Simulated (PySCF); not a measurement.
C5H4F2O, SMILES C#C[C@@H]1COC1(F)F.

Geometry: B3LYP-D3(BJ)/def2-SVP. The structure was generated by enumeration; whether it is a known compound was not checked.

Method: PBE/def2-TZVP (PySCF).

The molecule is in vacuum.

```
Property                                                                                                        Value
---------------------------------------------------------------------------------------------  ----------------------
total energy                                                                                       -467.43684 hartree
highest occupied level                                                                                       -6.97 eV
lowest empty level                                                                                           -0.78 eV
orbital gap                                                                                                   6.20 eV
dipole moment                                                                                                  2.75 D
quadrupole, principal values (traceless, Buckingham form, about the centre of nuclear charge)  -3.55, -0.80, 4.35 D·Å
```
